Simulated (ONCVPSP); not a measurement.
Transferability test, ONCV potential for Rh

- Element: rhodium
- Generator: ONCVPSP 4.0.1
- Type: optimised norm-conserving Vanderbilt (ONCV)
- Functional: LDA (Perdew-Wang 92)
- Relativity: scalar-relativistic
- Frozen core: [Ar] 3d10
- Valence charge: 17
- Reference configuration: 4s2 4p6 4d8 (charge +1)
- Partial waves: 4s: rc 1.60 bohr, ncon 5, nbas 8, qcut 9.1 1/bohr, 2 projectors, debl 1.4 Ha; 4p: rc 1.40 bohr, ncon 4, nbas 8, qcut 9.2 1/bohr, 2 projectors, debl 2.1 Ha; 4d: rc 1.35 bohr, ncon 4, nbas 8, qcut 6.1 1/bohr, 1 projector
- Local potential: polynomial inside 0.85 bohr (lpopt 4, dvloc0 0 Ha)
- Core correction: Teter function fitted to the true core (icmod 2), fcfact 0.7

In the s channel the program set the typed energies aside and used -3.319, 0.250 Ha. In the p channel the program set the typed energies aside and used -2.143, 0.250 Ha.

Energies are relative to the spin-unpolarised reference configuration 4s2 4p6 4d8; without spin polarisation the order of configurations can differ from experiment.

| valence configuration | charge | ΔE all-electron (eV) | error AE − PS (meV) |
| --- | --- | --- | --- |
| 4s2 4p6 4d7 | +2 | 19.768 | +0.1 |
| 4s2 4p6 4d6 | +3 | 52.506 | +5.3 |

(1) What are ΔE and the potential's error for 4s2 4p6 4d7 5s1?

(2) What are ΔE and the potential's error for 4s2 4p6 4d8 5s1?

Levels in the configuration 4s2 4p6 4d7 5s1:

```tsv
level	all-electron (eV)	pseudo (eV)
4s	-94.267	-94.242
4p	-62.111	-62.096
4d	-16.912	-16.910
5s	-12.480	-12.480
```

Answers

(1) ΔE = 3.559 eV all-electron; the error (AE − PS) is +2.0 meV.

(2) ΔE = -7.784 eV all-electron; the error (AE − PS) is +1.4 meV.
